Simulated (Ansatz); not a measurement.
Reaction (formal hydrolysis of the Al–C bond): `C[CH2][AlH][AlH2]` + H₂O → `[OH][AlH][AlH2]` + `CC`

Calculated with Ansatz (gas phase, PBE0-D4/def2-TZVP geometries, no zero-point term in ΔE). CCSD(T)/CBS adds triple-zeta CCSD(T) − MP2 to the extrapolated MP2 energy (def2 sets, frozen cores). This one scheme is used for every species. Functionals use def2-TZVPP. HSE06 is defined as in plane-wave codes. Each species was taken in one conformer, which may not be the lowest.

Q: Is it downhill or uphill in electronic energy at CCSD(T)/CBS, and by how much? (Best estimate.)

A: Computed: Downhill: ΔE = -1.62 eV.

Q: What do these levels give: B97M-V, r2SCAN0-D4, HSE06-D4, BHLYP-D4, ωB97X-V, revPBE, HSE06, BHLYP, RPA@PBE/def2-TZVPP, CCSD(T)/def2-SVP, SCS-MP2/def2-TZVPP, CCSD(T)/def2-TZVPP? (Best estimate.)

A: Ansatz gave: B97M-V -1.68, r2SCAN0-D4 -1.65, HSE06-D4 -1.55, BHLYP-D4 -1.71, ωB97X-V -1.66, revPBE -1.59, HSE06 -1.59, BHLYP -1.78, RPA@PBE/def2-TZVPP -1.63, CCSD(T)/def2-SVP -1.71, SCS-MP2/def2-TZVPP -1.71, CCSD(T)/def2-TZVPP -1.64 eV.

Largest T1 diagnostic among the species: 0.013.

Leaving LDA and LC-ωPBE aside and taking each functional with its dispersion term where it has one, the values, not all of them listed here, spread over 0.22 eV, from B2PLYP to revPBE-D4. From BLYP to BHLYP (50 % exact exchange), in def2-TZVPP and without D4, ΔE moves by −0.03 eV. In def2-TZVPP, CCSD(T) changes the Hartree–Fock value by +0.19 eV (the triples alone add +0.03 eV) and MP2 by +0.16 eV.
